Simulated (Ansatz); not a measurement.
C2H7AlGe (`[CH3][GeH]1[CH2][AlH]1`) at its PBE0-D4/def2-TZVP geometry, where that method's forces vanish. Charge 0, multiplicity 1.

```xyz
11

C    -0.5733   -0.8483    1.6249
Ge    0.2801   -0.7101   -0.1342
C    -0.3144    0.9151   -1.2187
Al    1.6112    1.0381   -1.0238
H    -0.0730   -1.6042    2.2312
H    -0.5169    0.1084    2.1445
H    -1.6217   -1.1262    1.5041
H     0.0747   -2.0163   -0.9330
H    -0.9086    1.6068   -0.6129
H    -0.8313    0.7268   -2.1600
H     2.8733    1.9098   -1.4220
```

(1) What forces (eV/Å) does ωB97M-V/def2-TZVPP give on these atoms in Ansatz 0.2.0? (Best estimate.)

## Answers

(1) The calculation gave: 
```
C1  -0.036 -0.013  0.006
Ge2  0.072 -0.007 -0.075
C3  -0.014  0.000 -0.009
Al4  0.013  0.060 -0.039
H5  -0.044  0.061 -0.039
H6  -0.008 -0.070 -0.030
H7   0.083  0.023  0.029
H8  -0.003  0.098  0.059
H9   0.043 -0.048 -0.040
H10  0.043  0.018  0.077
H11 -0.149 -0.123  0.061
```
